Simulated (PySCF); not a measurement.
**Two-component Hartree-Fock for Pd²⁺ (palladium, charge +2)**

Start: [Kr] 4d7 5p1; 4d3/2 filled at m_j = +1/2, +3/2; 4d5/2 filled at m_j = -3/2, -1/2, +1/2, +3/2, +5/2; 5p3/2 filled at m_j = +3/2. Calculated with PySCF 2.14 in x2c-TZVPall-2c (8s9p7d1f, 77 functions): generalised Hartree-Fock with the X2C-1e Hamiltonian and a Gaussian nucleus; one run each with spin-orbit coupling (SO) switched off, then screened by Boettger's factors. This is a chosen level, not necessarily the ground level.

```csv
spinor shell,electrons,"ε, spin-free (eV)","ε, screened SO (eV)",weight of nominal j (screened SO),"rms radius, screened SO (bohr)"
1s1/2,2,-24508.0,-24506.2,1.000,0.0365
2s1/2,2,-3690.2,-3689.7,1.000,0.150
2p1/2,2,-3305.0,-3415.3,1.000,0.130
2p3/2,4,-3305.0,-3253.8,1.000,0.135
3s1/2,2,-728.15,-728.00,1.000,0.403
3p1/2,2,-598.32,-618.26,1.000,0.399
3p3/2,4,-598.32,-589.01,1.000,0.409
3d3/2,4,-392.39,-396.08,0.992,0.387
3d5/2,6,-392.39,-389.77,0.994,0.390
4s1/2,2,-136.71,-136.69,1.000,1.00
4p1/2,2,-96.551,-102.24,0.841,1.09
4p3/2,4,-96.551,-93.828,0.921,1.11
4d5/2,5,-40.504,-41.404,0.531,1.42
4d3/2,2,-40.504,-38.465,0.622,1.43
5p3/2,1,-18.664,-18.526,1.000,3.32
```

| quantity | spin-free | screened SO |
| --- | --- | --- |
| E (hartree) | -5040.98222 | -5041.84584 |
| M_J | 6 | 6 |
| ⟨J²⟩ | 42.006 | 42.007 |
| ⟨L²⟩ | 20.006 | 20.269 |
| ⟨S²⟩ | 6.001 | 5.913 |

Each row is a mean over spinors that exchange with the open shell spreads, by up to 10.028 eV (4p3/2).

Rows whose weight is well below 1 are mixtures of j = l ± 1/2: exchange outweighs spin-orbit coupling there, and the label is only the starting occupation.

Breit and QED terms are absent; they matter most for the inner s and p1/2 levels.

Densities and radii are taken from the X2C orbitals without a picture-change correction, which distorts them close to the nucleus.

Without spin-orbit coupling the j labels of p, d and f shells carry no meaning; the spin-free column gives the mean over the occupied spinors of each nl shell.
